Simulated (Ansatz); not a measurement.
C$_{3}$H$_{11}$BN$_{2}$, SMILES `CC(C)B(N)N` at its PBE0-D4/def2-TZVP geometry, where that method's forces vanish. The species carries charge 0 and has multiplicity 1.

```xyz
17

C     1.0343   -1.2061   -0.7017
C     0.6029    0.2024   -0.2831
C     0.1228    0.9888   -1.4971
B    -0.4579    0.1225    0.9031
N    -1.8313    0.3496    0.6574
N    -0.0067   -0.2113    2.2034
H     1.8034   -1.1728   -1.4806
H     0.1857   -1.7693   -1.1029
H     1.4343   -1.7780    0.1392
H     1.4918    0.7134    0.1130
H    -0.1767    2.0067   -1.2342
H     0.9030    1.0587   -2.2616
H    -0.7357    0.5002   -1.9720
H    -2.1770    0.6045   -0.2488
H    -2.5485    0.2863    1.3575
H    -0.6067   -0.3259    3.0005
H     0.9626   -0.3696    2.4076
```

What forces (eV/Å) does ωB97M-V/def2-TZVPP give on these atoms in Ansatz? (Best estimate.)

Ansatz gave: 
```
C1   0.061 -0.175 -0.061
C2   0.085  0.090  0.167
C3  -0.060  0.099 -0.170
B4   0.083  0.015 -0.091
N5  -0.145  0.026 -0.042
N6   0.043 -0.042  0.139
H7  -0.057 -0.003  0.055
H8   0.045  0.038  0.023
H9  -0.026  0.038 -0.053
H10 -0.056 -0.036 -0.024
H11  0.015 -0.069 -0.017
H12 -0.052 -0.007  0.054
H13  0.050  0.024  0.035
H14 -0.005 -0.002  0.019
H15  0.017  0.000 -0.015
H16  0.013  0.001 -0.019
H17 -0.012  0.002 -0.002
```
